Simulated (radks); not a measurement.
Spherical jellium clusters: N electrons in a uniform positive sphere of charge N and radius rs N^(1/3), rs = 4.21 bohr. Method: non-relativistic Kohn-Sham, PBEsol, spin-polarised, spherical densities; computed with a radial shooting solver with Libxc functionals. Levels are named by radial order and angular momentum (1s, 1p, 1d, 2s, ...), and open shells are averaged over m. Each electron was tried in the lowest free levels, single moves between levels near the top were tried too, and the lowest total energy was kept; such a search can miss a lower state. The series stops at N = 15: beyond it a trial failed or the search could not be trusted, so later rows were left out. Energies include the self-energy of the background; IP and EA are vertical (highest electron removed, lowest free level filled), at fixed background; spill-out counts the electrons outside the background radius R, and alpha is the static dipole polarisability from linear response (closed shells only). A dash means not computed or, for alpha, an open shell; in EA it means that no bound solution was reached, which is typical of self-interaction and does not show that the anion is unstable. Real open-shell clusters deform, which this model forbids.

N,open shells,2S,E/N (eV),E(N+1) + E(N-1) - 2E(N) (eV),IP (eV),EA (eV),-e(HOMO) (eV),spill-out (e)
1,"1s(up 1, down 0)",1,-1.333,-,-,-,2.926,0.35
2,none,0,-1.680,0.916,4.986,-,3.045,0.52
3,"1p(up 1, down 0)",1,-1.490,-0.622,3.713,-,2.110,0.80
4,"1p(up 2, down 0)",2,-1.551,-0.410,4.225,-,2.590,0.97
5,"1p(up 3, down 0)",3,-1.670,0.408,4.492,-,2.892,1.08
6,"1p(up 3, down 1)",2,-1.681,-0.403,3.960,-,2.566,1.22
7,"1p(up 3, down 2)",1,-1.746,-0.263,4.286,1.526,2.870,1.33
8,none,0,-1.828,1.081,4.475,-,3.075,1.42
9,"1d(up 1, down 0)",1,-1.772,-0.262,3.328,-,2.065,1.59
10,"1d(up 2, down 0)",2,-1.753,-0.215,3.567,-,2.312,1.72
11,"1d(up 3, down 0)",3,-1.757,-0.180,3.749,1.316,2.506,1.83
12,"1d(up 4, down 0)",4,-1.775,-0.153,3.891,1.486,2.665,1.93
13,"1d(up 5, down 0)",5,-1.803,0.408,4.006,1.110,2.797,2.02
14,"1d(up 5, down 1)",4,-1.797,-0.192,3.561,1.326,2.427,2.12
15,"1d(up 5, down 2)",3,-1.805,-,3.729,1.500,2.598,2.21

All shells are closed at N = 2, 8 (there: 1s2 1p6); the second difference of the energy has clear peaks (12 % above both neighbours; the first and last values, which can be the largest, are not judged, and half-filled shells can peak too) at N = 5, 8, 13.
